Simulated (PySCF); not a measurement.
## J couplings in `[CH3][Sn]([F])([F])[F]`, CH3F3Sn

Cartesian coordinates in Å; atom numbers follow the order of the lines, from 1:
```xyz
8

Sn    0.049   -0.011   -0.901
C    -0.030   -0.009    1.211
H    -1.079    0.086    1.521
H     0.555    0.844    1.580
H     0.394   -0.954    1.574
F     1.833   -0.017   -1.611
F    -0.792    1.503   -1.732
F    -0.792   -1.528   -1.726
```

Level of theory for the indirect couplings: PBE0/pcJ-1 (dyall-v2z on Sn), isolated molecule, finite nuclei, PBE0-D3(BJ)/def2-SVP geometry (PySCF 2.14.0).

Non-relativistic values:
```json
{"coupling": "1J(119Sn,13C)", "atoms": "Sn1 – C2", "J (Hz)": "-660.7"}
{"coupling": "1J(119Sn,19F)", "atoms": "Sn1 – F6/F7/F8", "J (Hz)": "3227.8"}
{"coupling": "2J(119Sn,1H)", "atoms": "Sn1 – H3/H4/H5", "J (Hz)": "81.0"}
```

Task: What do two-component X2C with spin–orbit coupling give?

Result: 
| coupling | atoms | with spin–orbit (Hz) |
| --- | --- | --- |
| 1J(119Sn,13C) | Sn1 – C2 | -833.6 |
| 1J(119Sn,19F) | Sn1 – F6/F7/F8 | 4319.5 |
| 2J(119Sn,1H) | Sn1 – H3/H4/H5 | 99.1 |

The largest listed coupling, 1J(119Sn,19F), ends at 1.34 times its non-relativistic value. Equivalent partners are averaged, as under fast rotation.
